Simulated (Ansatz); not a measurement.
Calculated with Ansatz (gas phase, PBE0-D4/def2-TZVP geometries, no zero-point term in ΔE). CBS: MP2 limit from def2 TZ/QZ plus the TZ coupled-cluster correction, frozen cores. This one scheme is used for every species. DFT in def2-TZVPP. Each species was taken in one conformer, which may not be the lowest.

`SCO[SiH2]S` + CH₃SH → `CSCS` + `O[SiH2]S`  (substitution at a C–O bond)

| level | ΔE (kJ/mol) |
| --- | --- |
| r2SCAN-D4 | -43.5 |
| SCS-MP2/def2-TZVPP | -44.7 |

(1) What does CCSD(T)/CBS give? (Best estimate.)

Largest T1 diagnostic among the species: 0.012.

Answers

(1) The calculation gave: -46.6 kJ/mol. The listed levels differ from it by 3.1, 1.9 kJ/mol.

In def2-TZVPP, CCSD(T) changes the Hartree–Fock value by −6.9 kJ/mol (the triples alone add −1.1 kJ/mol) and MP2 by −15.7 kJ/mol.
